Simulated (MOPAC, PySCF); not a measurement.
CH$_{5}$NSi, SMILES `[H]/N=C/[SiH3]`, neutral singlet in the gas phase. 

Cartesian coordinates (Å):
SMILES: [H]/N=C/[SiH3]
```xyz
8

N      1.6613     0.2643    -0.5610
C      0.6830    -0.3027     0.0277
Si    -1.0859     0.2267    -0.3701
H      2.5583    -0.1217    -0.2475
H      0.8332    -1.1035     0.7734
H     -1.7386     0.7019     0.8787
H     -1.8459    -0.9565    -0.8537
H     -1.0743     1.2952    -1.3934
```
Charge 0, multiplicity 1.

All levels are single points at this geometry (r2SCAN-D4/def2-TZVP); Pople sets use spherical d functions. Orbital energies aren't observables, and empty levels follow the basis.

HF/3-21G in PySCF gives dipole (D) = 2.08.

**Question.** Estimate the dipole (D) from each of these levels: r2SCAN-D4/def2-TZVP in PySCF; B3LYP/LANL2DZ in PySCF; M06-2X/6-31G* in PySCF; PBE/6-31G* in PySCF; PM3 in MOPAC.

**Answer.** 
```json
[
 {"level": "r2SCAN-D4/def2-TZVP in PySCF", "dipole (D)": "1.77"},
 {"level": "B3LYP/LANL2DZ in PySCF", "dipole (D)": "2.11"},
 {"level": "M06-2X/6-31G* in PySCF", "dipole (D)": "1.81"},
 {"level": "PBE/6-31G* in PySCF", "dipole (D)": "1.74"},
 {"level": "PM3 in MOPAC", "dipole (D)": "1.63"}
]
```
